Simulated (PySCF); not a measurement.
# MnBr at UHF

Level: UHF. basis Mn def2-TZVPP, Br def2-TZVPP; no relativity; PySCF 2.14.

For MnBr, the state is ⁷Σ⁺ (septet), unpaired electrons σ ↑↑, π ↑↑, δ ↑↑, the bond length is 0.2471 nm and the harmonic wavenumber is 273 cm⁻¹. The force constant is 1.43 mdyn/Å, the rotational constant Be is 0.08523 cm⁻¹ and the anharmonicity ωexe is 0.736 cm⁻¹. The vibration–rotation constant αe is 0.000337 cm⁻¹. The bond order (Mayer) is 0.76. The dipole moment (positive dipole means Mn(−)Br(+)) is -3.92 D.

Spin–orbit coupling is left out. Hartree–Fock leaves out correlation, which carries a large part of most bond energies and some tenths to 1 eV of ionisation energies. The state is the lowest single determinant that the PBE0 search found; with open d or f shells the true ground state can be another one.
